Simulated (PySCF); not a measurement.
Write Cartesian coordinates for `CC[Si]1(O)C=C[SiH2]C=C1` as optimised with PBE0-D3(BJ)/def2-SVP.

```xyz
21
C6H12OSi2 angstrom
C     -3.0611    0.2857    0.0705
C     -1.7560    1.0769    0.0299
Si    -0.3329    0.1662   -0.7731
O     -0.8771   -0.1680   -2.3252
C      1.2043    1.2349   -0.8312
C      2.3940    0.9357   -0.2733
Si     2.7500   -0.6343    0.6823
C      1.2437   -1.7465    0.6898
C      0.0612   -1.4308    0.1257
H     -3.3702   -0.0201   -0.9406
H     -2.9608   -0.6301    0.6743
H     -3.8825    0.8747    0.5079
H     -1.4404    1.3717    1.0460
H     -1.8939    2.0199   -0.5286
H     -0.2727   -0.6692   -2.8804
H      1.1172    2.1908   -1.3714
H      3.2189    1.6567   -0.3791
H      3.9140   -1.3524    0.0696
H      3.1517   -0.3007    2.0869
H      1.3423   -2.7214    1.1911
H     -0.7507   -2.1722    0.1915
```

Any rigid rotation of these coordinates is as good. Atoms count from 1 in this order. All 5 C–Si bonds measure 1.871 to 1.874 Å. The C–C distances run from 1.348 Å (C5=C6, drawn double) to 1.527 Å (C1–C2, drawn single), a spread of 0.179 Å. The 6-membered ring Si3–C5–C6–Si7–C8–C9 has internal angles of 109.2° to 125.8° (sum 720°, against 720° for a flat polygon); it is almost planar, 0.02 Å rms from its mean plane, widest ring torsion 2°. Si3 (oxygen-bound silicon) is distorted tetrahedral (angles from 104.3° to 111.6°).

Bonds between heavy atoms (Å): C1–C2 1.527, C2–Si3 1.871, Si3–O4 1.678, Si3–C5 1.873, C5=C6 1.348, C6–Si7 1.872, Si7–C8 1.872, C8=C9 1.348, Si3–C9 1.874.

Level of theory: PBE0-D3(BJ)/def2-SVP geometry optimisation, gas phase in PySCF 2.14.0.

Point group: C1 (no symmetry element, even within 0.4 Å). Whether it is a minimum is left open (no frequencies). One conformer, not necessarily the lowest (C1–C2–Si3–O4 59°, C2–Si3–O4–H -178°).

The run took 7.0 min of wall time on Arm Neoverse N1, one thread, no GPU, shared host, and the process peaked at 0.88 GiB of memory. That covers the optimisation of the geometry.
